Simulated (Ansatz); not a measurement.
```xyz
12

C     1.521    2.213   -0.029
Se    0.692    1.115    1.369
Sn   -0.314   -0.551   -0.186
C    -1.509   -2.123    0.577
F     1.134   -1.352   -1.163
Cl   -1.427    0.589   -1.883
H     1.975    3.054    0.492
H     0.762    2.572   -0.721
H     2.285    1.642   -0.549
H    -2.428   -1.710    0.990
H    -0.953   -2.653    1.350
H    -1.738   -2.797   -0.247
```

Total charge 0; spin multiplicity 1. Sn: def2 effective core potential.

List the ωB97M-V/def2-TZVPP orbital energies in eV (Ansatz). (An estimate is asked.)

The calculation gave: Occupied: -12368.44, -2771.70, -1588.72, -1423.49, -1423.46, -1423.41, -676.26, -282.47, -282.26, -262.07, -218.16, -199.54, -199.42, -199.42, -161.10, -161.02, -160.82, -144.11, -98.73, -98.69, -98.62, -61.02, -61.01, -60.84, -60.78, -60.74, -34.72, -32.38, -32.29, -32.22, -32.19, -31.71, -25.19, -24.09, -22.91, -20.59, -16.69, -14.95, -14.84, -14.74, -14.68, -13.70, -13.64, -13.44, -12.46, -11.84, -11.56, -11.35, -10.43, -9.27. Lowest empty: 0.39, 1.21, 1.72, 2.30, 2.83, 3.41, 3.63, 3.78.
